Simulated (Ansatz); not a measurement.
These are Ansatz (a quantum-chemistry and plane-wave program) with frozen-core CCSD(T)/cc-pVTZ // B3LYP-D3(BJ)/def2-TZVP values and carry that method's errors.

Ansatz 0.2 input:
```yaml
crystal:
  periodic: [false, false, false]
  atoms:
    - { symbol: O, position_ang: [-1.451713, -0.188077, 0.00001] }
    - { symbol: Si, position_ang: [0.000184, 0.377574, -0.000001] }
    - { symbol: O, position_ang: [1.451528, -0.189498, -0.000009] }
basis:
  gaussian: { orbitals: cc-pVTZ }
correlation:
  method: ccsd_t
total_charge: -1
magnetization:
  spin_polarized: true
  initial_magnetization: 1
```

Output:

```
Functional definition: HF
578 factors; integrals over basis functions are off by at most 9.0e-4 eV
mean field evaluation 1: about -11937.6823 eV, gradient 1.8e1 eV
mean field evaluation 2: about -11937.7014 eV, gradient 1.8e1 eV
mean field evaluation 4: about -11939.4363 eV, gradient 2.5e0 eV
mean field evaluation 8: about -11939.5257 eV, gradient 2.5e-1 eV
mean field evaluation 16: about -11938.7464 eV, gradient 1.4e1 eV
mean field evaluation 32: about -11937.0138 eV, gradient 1.6e-2 eV
mean field evaluation 64: about -11936.7293 eV, gradient 4.8e-2 eV
mean field -11939.52835100 eV, -438.7695739964 hartree, gradient 2.6e-6 eV, S^2 0.763701; 2 other end points of the search recorded, 0 dependent functions left out
determinant -11939.52835100 eV, -438.7695739964 hartree, with singles and doubles -11955.33932620 eV, -439.3506166179 hartree
determinant -11937.01381581 eV, -438.6771665326 hartree, with singles and doubles -11952.25793518 eV, -439.2373775864 hartree
determinant -11936.72945201 eV, -438.6667163556 hartree, with singles and doubles -11952.37030071 eV, -439.2415069434 hartree
7 core orbitals not correlated
reference -11939.52835100 eV, -438.7695739964 hartree; 9, 8 occupied and 78, 79 virtual orbitals, 578 factors
second order -15.98650512 eV of doubles, -0.00000000 eV of singles
cycle   1  -15.76011334 eV  change    -1.5e0 eV  update   2.7e-2
cycle   2  -15.81395405 eV  change   -5.4e-2 eV  update   6.8e-3
cycle   3  -15.80966376 eV  change    4.3e-3 eV  update   4.0e-3
cycle   4  -15.81186779 eV  change   -2.2e-3 eV  update   1.8e-3
cycle   5  -15.81213916 eV  change   -2.7e-4 eV  update   1.0e-3
cycle   6  -15.81283325 eV  change   -6.9e-4 eV  update   4.4e-4
cycle   7  -15.81293923 eV  change   -1.1e-4 eV  update   1.9e-4
cycle   8  -15.81306984 eV  change   -1.3e-4 eV  update   7.8e-5
cycle   9  -15.81299770 eV  change    7.2e-5 eV  update   4.0e-5
cycle  10  -15.81298617 eV  change    1.2e-5 eV  update   1.6e-5
perturbative correction -0.76853170 eV, -0.0282430189 hartree
Total energy: -11956.10986887 eV, -439.3789335387 hartree
```

Cost: very roughly 20 core-seconds.
